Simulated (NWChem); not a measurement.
BHBr$_{2}$; SMILES BrBBr

Program: NWChem. Geometry: optimised at PBE-D3(BJ)/def2-SVP. B3LYP is NWChem's, with the RPA form of VWN correlation. Total energies compare along this basis series because the functional is fixed.

| level | basis functions | energy (Ha) | highest occupied level (eV) | orbital gap (eV) | dipole (D) | relative time |
|---|---|---|---|---|---|---|
| B3LYP/def2-SVP | 83 | -5173.2362 | -8.10 | 6.03 | 0.24 | 1 |
| B3LYP/def2-SVPD | 110 | -5173.2439 | -8.31 | 5.97 | 0.34 | 2 |
| B3LYP/def2-TZVP | 133 | -5173.8890 | -8.28 | 6.04 | 0.35 | 4 |
| B3LYP/def2-TZVPP | 141 | -5173.8892 | -8.28 | 6.03 | 0.35 | 4 |
| B3LYP/def2-QZVP | 237 | -5173.9983 | -8.29 | 6.03 | 0.36 | 10 |

The last column is a rough cost ratio, cheapest run = 1.
